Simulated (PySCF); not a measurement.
# SMILES Clc1nnc(C2CC2)s1, C₅H₅ClN₂S

Molfile (atoms numbered from 1):
```
C5H5ClN2S
     RDKit          3D

 14 15  0  0  0  0  0  0  0  0999 V2000
    4.2210   -1.0469   -1.2265 Cl  0  0  0  0  0  0  0  0  0  0  0  0
    2.8047   -0.3057   -0.6968 C   0  0  0  0  0  0  0  0  0  0  0  0
    2.7571    0.8546   -0.1503 N   0  0  0  0  0  0  0  0  0  0  0  0
    1.5357    1.2343    0.1779 N   0  0  0  0  0  0  0  0  0  0  0  0
    0.6094    0.3853   -0.1020 C   0  0  0  0  0  0  0  0  0  0  0  0
   -0.8017    0.6048    0.1643 C   0  0  0  0  0  0  0  0  0  0  0  0
   -1.6847   -0.5546    0.5585 C   0  0  0  0  0  0  0  0  0  0  0  0
   -1.8375    0.0585   -0.7885 C   0  0  0  0  0  0  0  0  0  0  0  0
    1.2298   -1.0802   -0.8584 S   0  0  0  0  0  0  0  0  0  0  0  0
   -0.9857    1.5670    0.6236 H   0  0  0  0  0  0  0  0  0  0  0  0
   -1.2241   -1.5283    0.6302 H   0  0  0  0  0  0  0  0  0  0  0  0
   -2.4418   -0.3698    1.3043 H   0  0  0  0  0  0  0  0  0  0  0  0
   -2.7014    0.6729   -0.9876 H   0  0  0  0  0  0  0  0  0  0  0  0
   -1.4815   -0.4923   -1.6460 H   0  0  0  0  0  0  0  0  0  0  0  0
  1  2  1  0
  2  3  2  0
  3  4  1  0
  4  5  2  0
  5  6  1  0
  6  7  1  0
  7  8  1  0
  5  9  1  0
  9  2  1  0
  8  6  1  0
  6 10  1  0
  7 11  1  0
  7 12  1  0
  8 13  1  0
  8 14  1  0
M  END
```

Method used: GIAO B3LYP/3-21G magnetisability, rotational g tensor and spin-rotation constants, non-relativistic, gas phase (PySCF). Geometry: GFN2-xTB.

(1) What are the magnetisability and the molar susceptibility?

(2) Split it along the inertial axes a, b, c into diamagnetic and paramagnetic parts about the centre of mass, with the quadrupole moment.

(3) And the rotational g tensor?

## Answers

(1) Isotropic -1627 × 10⁻³⁰ J/T², or -98.0 × 10⁻⁶ cm³/mol; principal values -1967, -1543, -1370 × 10⁻³⁰ J/T², anisotropy 532 × 10⁻³⁰ J/T² (root of half the summed squared differences of the principal values). The susceptibility is in cgs units.

(2) 
```
axis  χ (10⁻⁶ cm³/mol)  diamagnetic (10⁻⁶ cm³/mol)  paramagnetic (10⁻⁶ cm³/mol)  summed x² of all electrons (Å²)  quadrupole Θ (D Å)
   a             -91.6                      -438.7                        347.1                            397.0              +10.51
   b             -83.8                     -1797.7                       1713.8                             76.6               -9.95
   c            -118.4                     -2009.3                       1890.9                             26.8               -0.56
```
Anisotropies 2χaa − χbb − χcc = +19.1 and 2χbb − χaa − χcc = +42.4 × 10⁻⁶ cm³/mol. Θ is traceless in Buckingham's convention.

(3) 
```csv
axis,rotational constant (GHz),g,nuclear part,electronic part
a,3.6819,-0.0531,0.5474,-0.6005
b,0.6793,-0.0084,0.5385,-0.5469
c,0.6003,+0.0008,0.5340,-0.5333
```
Asymmetric top; isotopes 12C, 35Cl, 1H, 14N, 32S; no vibrational averaging.
